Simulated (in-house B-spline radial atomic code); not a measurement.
RPBE excitations of the oxygen ion O⁴⁺

Method: RPBE. Computed with a B-spline radial code for spherical atoms: linear response of the closed shell [He] 2s2 with the functional's adiabatic kernel; non-relativistic, point nucleus, no spin-orbit coupling, no double excitations, S, P, D and F terms only.

Command:
```bash
python run_td.py task.json out
```
Settings (radii: box in bohr, nucleus in fm):
```
Z                        8
electrons                4
configuration            [He] 2s2
hamiltonian              nr
method                   rpbe,pbe
box_radius               19.1
intervals                48
```

Cost of the run: 0.1 s on 1 thread of Arm Neoverse N1, on a shared host.

The lowest states, in the order of their Tamm-Dancoff energies; the method's threshold (minus the highest occupied level) is 102.70 eV. Labels give the largest channel, * marks a mixed state, and oscillator strengths are full-response dipole values. Semilocal kernels can invert the small singlet-triplet splittings of Rydberg terms. Energies in eV:

| state | full response | Tamm-Dancoff | oscillator strength |
| --- | --- | --- | --- |
| 2s → 2p 3P | 7.862 | 9.116 | - |
| 2s → 2p 1P | 18.531 | 19.465 | 0.506 |
| 2s → 3s 3S | 65.32 | 65.34 | - |
| 2s → 3s 1S | 67.17 | 67.21 | - |
| 2s → 3p 3P | 68.95 | 68.98 | - |
| 2s → 3p 1P | ? | ? | ? |
| 2s → 3d 3D | 70.94 | 71.01 | - |
| 2s → 3d 1D | 72.31 | 72.32 | - |
| 2s → 4s 3S | 84.62 | 84.63 | - |
| 2s → 4s 1S | 85.11 | 85.12 | - |
| 2s → 4p 3P | 85.97 | 85.97 | - |
| 2s → 4p 1P | 86.11 | 86.12 | 0.0993 |
| 2s → 4d 3D | 86.85 | 86.87 | - |
| 2s → 4d 1D | 87.27 | 87.27 | - |
| 2s → 4f 3F | ? | ? | - |
| 2s → 4f 1F | 88.00 | 88.00 | - |

(1) Where does 2s → 3p 1P lie?

(2) Where does 2s → 4f 3F lie?

(3) How large is the singlet-triplet splitting of 2s → 2p (P terms) in Tamm-Dancoff?

(4) What polarisabilities and dispersion coefficient does the method give?

Results:

(1) At 69.53 eV in full response, 69.54 eV in Tamm-Dancoff, oscillator strength 0.382.

(2) At 87.96 eV in full response, 87.97 eV in Tamm-Dancoff.

(3) 10.3 eV, from the unrounded values.

(4) Dipole 1.194 bohr³, quadrupole 0.5159 bohr⁵, C6 0.8232 hartree·bohr⁶ for two such species.
